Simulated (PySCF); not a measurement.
Run record: excited-state job, `Cc1occc1B(O)O`.

Method: TDDFT CAM-B3LYP/def2-SVPD, vertical, gas phase, core orbitals frozen in the response (PySCF 2.14.0, density-fitted response routines). Geometry: GFN2-xTB. The input is one job of a driver script: a line of settings, then coordinates in Å.

Input:
```
{"job": {"kind": "uv", "xc": "CAM-B3LYP", "basis": "def2-SVPD", "nstates": 8, "ntriplets": 3}, "charge": 0, "multiplicity": 1}
C     -1.348183    -1.457738    -0.796891
C     -1.041278    -0.144466    -0.172909
O     -2.069291     0.678110     0.106143
C     -1.551457     1.790339     0.668603
C     -0.203443     1.692607     0.754473
C      0.153259     0.422467     0.203293
B      1.583203    -0.172704     0.069419
O      2.630184     0.556070     0.537107
O      1.731254    -1.396686    -0.508677
H     -0.767599    -1.584004    -1.707430
H     -1.079241    -2.267147    -0.120841
H     -2.409648    -1.514398    -1.023593
H     -2.242371     2.557692     0.955825
H      0.479838     2.413071     1.152597
H      3.500920     0.169214     0.441165
H      2.626256    -1.733485    -0.569696
```

Output:
```
coarse grid: 14120 points
cycle   1  E = -444.6066493205  dE =  1.881e+00  |g| = 9.308e-01  |ddm| = 9.177e+00
cycle   2  E = -444.5610096370  dE =  4.564e-02  |g| = 1.104e+00  |ddm| = 2.957e+00
cycle   3  E = -444.7801857779  dE = -2.192e-01  |g| = 6.220e-02  |ddm| = 1.599e+00
cycle   4  E = -444.7809644221  dE = -7.786e-04  |g| = 2.856e-02  |ddm| = 1.995e-01
cycle   5  E = -444.7811494568  dE = -1.850e-04  |g| = 1.049e-02  |ddm| = 8.315e-02
cycle   6  E = -444.7811738665  dE = -2.441e-05  |g| = 3.706e-03  |ddm| = 2.698e-02
cycle   7  E = -444.7811769437  dE = -3.077e-06  |g| = 9.032e-04  |ddm| = 7.881e-03
final grid: 138480 points
cycle   8  E = -444.8787669412  dE = -5.201e-05  |g| = 3.497e-03  |ddm| = 1.636e-01
cycle   9  E = -444.8787680815  dE = -1.140e-06  |g| = 3.028e-03  |ddm| = 2.115e-02
cycle  10  E = -444.8787701632  dE = -2.082e-06  |g| = 4.822e-04  |ddm| = 6.715e-03
cycle  11  E = -444.8787701978  dE = -3.463e-08  |g| = 2.819e-04  |ddm| = 1.632e-03
cycle  12  E = -444.8787702142  dE = -1.643e-08  |g| = 5.673e-05  |ddm| = 5.832e-04
cycle  13  E = -444.8787702149  dE = -7.226e-10  |g| = 1.605e-05  |ddm| = 1.547e-04
converged SCF energy = -444.8787702149

Static polarisability (au): isotropic 80.439, principal 53.854 90.466 96.996

Singlet excitations
state   eV       nm        f      main configurations
  1   5.6314    220.2   0.00187   H->L 0.88
  2   5.7117    217.1   0.13295   H->L+1 0.96
  3   6.4001    193.7   0.00490   H->L+2 0.72, H->L+3 0.10, H->L 0.08
  4   6.4793    191.4   0.08747   H->L+4 0.80, H-1->L+1 0.17
  5   6.8897    180.0   0.00692   H->L+3 0.41, H->L+5 0.34, H->L+2 0.11
  6   7.2238    171.6   0.00587   H->L+5 0.44, H->L+6 0.20, H->L+3 0.20
  7   7.2325    171.4   0.44031   H-1->L+1 0.75, H->L+4 0.15
  8   7.2808    170.3   0.00282   H-1->L 0.80

Triplet excitations (Tamm-Dancoff, eV): 3.8417 4.8352 5.5989
```

The SCF starts on a coarse grid where the log names one; the energy can jump when the final grid takes over, and dE then counts from the start density on the new grid. H and L stand for HOMO and LUMO; the number after each pair is its weight.

Question: Give S1 in cm⁻¹ and kJ/mol.

Answer: 5.6314 eV × 8065.54 = 45420 cm⁻¹; × 96.485 = 543.3 kJ/mol.

Question: How does the lowest singlet excitation compare with the HOMO–LUMO gap?

Answer: HOMO -7.45 eV and LUMO 0.24 eV give a gap of 7.69 eV; S1 at 5.63 eV lies 2.06 eV below it.

Main results: HOMO -7.45 eV, LUMO 0.24 eV; lowest singlet 5.63 eV; lowest triplet 3.84 eV (Tamm–Dancoff); mean polarisability 80.4 au.

Question: How long does this job take on one thread of an Arm Neoverse V1 (shared host)?

Answer: About 58 s.

One conformer stands for the species.
Labels such as C1 count atoms from 1, the log's own numbers from 0.
